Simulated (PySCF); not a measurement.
Species: C₅H₇NO.
Atom-mapped SMILES: `[CH2:1]=[C:2]=[C:3]([CH3:4])[C:5]([NH2:6])=[O:7]` (hydrogens: H8, H9 on C1; H10, H11, H12 on C4; H13, H14 on N6)

Method: PBE0-D3(BJ)/def2-SVP geometry optimisation, gas phase in PySCF; density fitting, grid level 1; the optimiser is geomeTRIC in internal coordinates, started from a GFN2-xTB structure with every atom displaced at random (about 0.01 Å).

At the end of the run (lengths in Å): C4–H10 1.097, C3–C5 1.509, N6–H13 1.010, C3–C4 1.500, C1–H9 1.096, C4–H11 1.100, C5=O7 1.215, C1–C2–C3 178.7°, C3–C5–O7 120.3°, C2–C3–C4 123.7°, C4–C3–C5 115.1°, C2–C3–C5–N6 1°, H10–C4–C3–C2 -3°.

**Question.** These geometries were met on the way; a selection of coordinates is given. Order them by energy above the end point, lowest first.
A. C4–H10 1.104, C3–C5 1.516, N6–H13 1.015, C3–C4 1.499, C1–H9 1.102, C4–H11 1.094, C5=O7 1.217, C1–C2–C3 175.6°, C3–C5–O7 119.8°, C2–C3–C4 124.6°, C4–C3–C5 114.9°, C2–C3–C5–N6 4°, H10–C4–C3–C2 -3°
B. C4–H10 1.064, C3–C5 1.482, N6–H13 0.984, C3–C4 1.474, C1–H9 1.071, C4–H11 1.117, C5=O7 1.203, C1–C2–C3 179.6°, C3–C5–O7 122.5°, C2–C3–C4 121.6°, C4–C3–C5 117.1°, C2–C3–C5–N6 3°, H10–C4–C3–C2 2°
C. C4–H10 1.097, C3–C5 1.510, N6–H13 1.010, C3–C4 1.500, C1–H9 1.096, C4–H11 1.100, C5=O7 1.215, C1–C2–C3 178.5°, C3–C5–O7 120.3°, C2–C3–C4 123.5°, C4–C3–C5 115.2°, C2–C3–C5–N6 1°, H10–C4–C3–C2 -3°

**Answer.** C (0.000 eV), A (0.011 eV), B (0.108 eV).

```tsv
step	E above end (eV)	rms distance from the end, all atoms (Å)	largest force (eV/Å)	rms shift of all bonds from the end (Å)
5	0.000	0.005	0.034	0.000
1	0.011	0.050	0.394	0.004
0	0.108	0.055	2.052	0.019
```

Rows stand in the order of the answer.
